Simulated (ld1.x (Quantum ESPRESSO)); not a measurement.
# tungsten (W) TM: all-electron and pseudo phase curves

```json
{
  "Element": "W (Z = 74)",
  "Generator": "ld1.x (Quantum ESPRESSO) 7.5",
  "Type": "norm-conserving Troullier–Martins (Kleinman–Bylander form)",
  "Functional": "LDA (PZ)",
  "Relativity": "fully relativistic",
  "Frozen core": "[Kr] 4d10 4f14 5s2",
  "Valence charge": "12",
  "Reference configuration": "5p6 5d4 6s2 6p0",
  "Partial waves": "6s (bound): rc 2.05 bohr; 5p (bound): rc 1.40 bohr; 5d (bound): rc 1.80 bohr",
  "Local potential": "all-electron potential smoothed inside 1.65 bohr (lloc = -1)",
  "Core correction": "Bessel-smoothed model core, default radius (core density twice the valence density)"
}
```

Open shells are filled in proportion to 2j + 1 (rel_dist='average').

The phase is arctan(r·u′/u) with u = r·R(r), unwrapped; energies in Ry, scanned from -5 to 5 Ry. A pole is an energy at which the radial function vanishes at the test radius. The pseudo phase is shifted by a multiple of π to meet the all-electron one at the reference energy, and phase errors are pseudo minus all-electron; the curves can meet again beyond the range given. Levels narrower than the energy grid can be missing from the lists of poles.

Problem. For each channel, where are the poles, and over which energies does the pseudopotential scatter like the atom?

Solution.

```json
{"channel": "s", "radius (bohr)": "2.26", "reference energy (Ry)": "-0.43", "poles, all-electron": "4.49", "poles, pseudo": "2.66", "unbroken range about the reference energy with phases within 0.05 rad": "below 0.4", "phase error 1 Ry above the reference energy (rad)": "-0.060"}
{"channel": "p1/2", "radius (bohr)": "2.26", "reference energy (Ry)": "-3.71", "poles, all-electron": "-3.50", "poles, pseudo": "-3.50", "unbroken range about the reference energy with phases within 0.05 rad": "below 0.8", "phase error 1 Ry above the reference energy (rad)": "+0.001"}
{"channel": "p3/2", "radius (bohr)": "2.26", "reference energy (Ry)": "-2.98", "poles, all-electron": "-2.64", "poles, pseudo": "-2.64", "unbroken range about the reference energy with phases within 0.05 rad": "the whole range", "phase error 1 Ry above the reference energy (rad)": "+0.000"}
{"channel": "d3/2", "radius (bohr)": "2.26", "reference energy (Ry)": "-0.38", "poles, all-electron": "0.79", "poles, pseudo": "0.79", "unbroken range about the reference energy with phases within 0.05 rad": "below 4.1", "phase error 1 Ry above the reference energy (rad)": "-0.001"}
{"channel": "d5/2", "radius (bohr)": "2.26", "reference energy (Ry)": "-0.32", "poles, all-electron": "0.94", "poles, pseudo": "0.94", "unbroken range about the reference energy with phases within 0.05 rad": "below 4.1", "phase error 1 Ry above the reference energy (rad)": "-0.001"}
```

Note: ghost state, extra bound levels that the all-electron valence spectrum of the same l lacks: s at -77.9 eV. A true bound ghost makes a file unfit for plane-wave use.

Phases in the s channel:

```json
{"E (Ry)": "-5.00", "all-electron": "1.394", "pseudo": "1.373"}
{"E (Ry)": "-4.74", "all-electron": "1.377", "pseudo": "1.359"}
{"E (Ry)": "-4.48", "all-electron": "1.363", "pseudo": "1.346"}
{"E (Ry)": "-4.22", "all-electron": "1.350", "pseudo": "1.335"}
{"E (Ry)": "-3.96", "all-electron": "1.337", "pseudo": "1.323"}
{"E (Ry)": "-3.70", "all-electron": "1.323", "pseudo": "1.310"}
{"E (Ry)": "-3.44", "all-electron": "1.309", "pseudo": "1.297"}
{"E (Ry)": "-3.18", "all-electron": "1.293", "pseudo": "1.282"}
{"E (Ry)": "-2.92", "all-electron": "1.276", "pseudo": "1.265"}
{"E (Ry)": "-2.66", "all-electron": "1.256", "pseudo": "1.245"}
{"E (Ry)": "-2.40", "all-electron": "1.232", "pseudo": "1.222"}
{"E (Ry)": "-2.14", "all-electron": "1.204", "pseudo": "1.195"}
{"E (Ry)": "-1.88", "all-electron": "1.171", "pseudo": "1.163"}
{"E (Ry)": "-1.62", "all-electron": "1.129", "pseudo": "1.122"}
{"E (Ry)": "-1.36", "all-electron": "1.076", "pseudo": "1.070"}
{"E (Ry)": "-1.10", "all-electron": "1.007", "pseudo": "1.002"}
{"E (Ry)": "-0.84", "all-electron": "0.912", "pseudo": "0.910"}
{"E (Ry)": "-0.58", "all-electron": "0.778", "pseudo": "0.777"}
{"E (Ry)": "-0.32", "all-electron": "0.581", "pseudo": "0.580"}
{"E (Ry)": "-0.06", "all-electron": "0.295", "pseudo": "0.287"}
{"E (Ry)": "0.20", "all-electron": "-0.079", "pseudo": "-0.106"}
{"E (Ry)": "0.46", "all-electron": "-0.460", "pseudo": "-0.513"}
{"E (Ry)": "0.72", "all-electron": "-0.762", "pseudo": "-0.831"}
{"E (Ry)": "0.98", "all-electron": "-0.972", "pseudo": "-1.047"}
{"E (Ry)": "1.24", "all-electron": "-1.115", "pseudo": "-1.194"}
{"E (Ry)": "1.50", "all-electron": "-1.215", "pseudo": "-1.299"}
{"E (Ry)": "1.76", "all-electron": "-1.289", "pseudo": "-1.378"}
{"E (Ry)": "2.02", "all-electron": "-1.344", "pseudo": "-1.442"}
{"E (Ry)": "2.28", "all-electron": "-1.388", "pseudo": "-1.497"}
{"E (Ry)": "2.54", "all-electron": "-1.423", "pseudo": "-1.547"}
{"E (Ry)": "2.80", "all-electron": "-1.453", "pseudo": "-1.598"}
{"E (Ry)": "3.06", "all-electron": "-1.478", "pseudo": "-1.653"}
{"E (Ry)": "3.32", "all-electron": "-1.499", "pseudo": "-1.721"}
{"E (Ry)": "3.58", "all-electron": "-1.518", "pseudo": "-1.817"}
{"E (Ry)": "3.84", "all-electron": "-1.535", "pseudo": "-1.980"}
{"E (Ry)": "4.10", "all-electron": "-1.550", "pseudo": "-2.332"}
{"E (Ry)": "4.36", "all-electron": "-1.564", "pseudo": "-3.147"}
{"E (Ry)": "4.62", "all-electron": "-1.577", "pseudo": "-3.910"}
{"E (Ry)": "4.88", "all-electron": "-1.590", "pseudo": "-4.226"}
```
